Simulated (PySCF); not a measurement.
C3H6NO, SMILES [CH2]N(C)C=O, multiplicity 2. Atoms are numbered in the order given.

```xyz
11

C     -1.4304    -0.3651     0.0000
N     -0.0598    -0.3637     0.0000
C      0.6568    -1.6174     0.0000
C      0.6305     0.8298     0.0000
O      0.1078     1.9189     0.0000
H     -1.9506    -1.3197     0.0000
H     -1.9275     0.6020     0.0000
H      0.4110    -2.2118     0.8944
H      1.7373    -1.4202     0.0000
H      0.4110    -2.2118    -0.8944
H      1.7337     0.6718     0.0000
```
Charge 0, spin multiplicity 2.

Geometry optimised at PBE0-D3(BJ)/def2-SVP. The isomer is the one that the SMILES or the coordinates give; other isomers of the formula were not compared. Other conformers were not sampled.

Two levels are set side by side: PBE/pcH-1 (PySCF) and PBE0/pcH-1 (PySCF). Contact hyperfine couplings, same geometry. Differences are taken from unrounded values.

```
quantity                       PBE0
----------------------------  -----
A(iso) of 13C, atom C1 (MHz)   75.8
A(iso) of 14N, atom N2 (MHz)   -5.1
A(iso) of 13C, atom C3 (MHz)   -4.4
A(iso) of 13C, atom C4 (MHz)    1.8
A(iso) of 17O, atom O5 (MHz)   -7.3
A(iso) of 1H, atom H6 (MHz)   -63.7
A(iso) of 1H, atom H7 (MHz)   -63.4
A(iso) of 1H, atom H8 (MHz)     7.9
A(iso) of 1H, atom H9 (MHz)    -1.4
A(iso) of 1H, atom H10 (MHz)    7.9
A(iso) of 1H, atom H11 (MHz)  -10.2
```

What does PBE give, and how far is it from PBE0? (Estimate from the structure and the level; the computed values follow.)


```
quantity                        PBE  PBE minus PBE0
----------------------------  -----  --------------
A(iso) of 13C, atom C1 (MHz)   55.2           -20.6
A(iso) of 14N, atom N2 (MHz)   -4.2             0.9
A(iso) of 13C, atom C3 (MHz)   -4.5            -0.1
A(iso) of 13C, atom C4 (MHz)    3.5             1.7
A(iso) of 17O, atom O5 (MHz)   -4.0             3.4
A(iso) of 1H, atom H6 (MHz)   -51.5            12.3
A(iso) of 1H, atom H7 (MHz)   -51.0            12.4
A(iso) of 1H, atom H8 (MHz)    10.3             2.4
A(iso) of 1H, atom H9 (MHz)    -1.4             0.0
A(iso) of 1H, atom H10 (MHz)   10.3             2.4
A(iso) of 1H, atom H11 (MHz)  -11.5            -1.3
```

Rough cost on one machine, each run with all the roots and properties that it gave: PBE0 against PBE within a factor of 2.
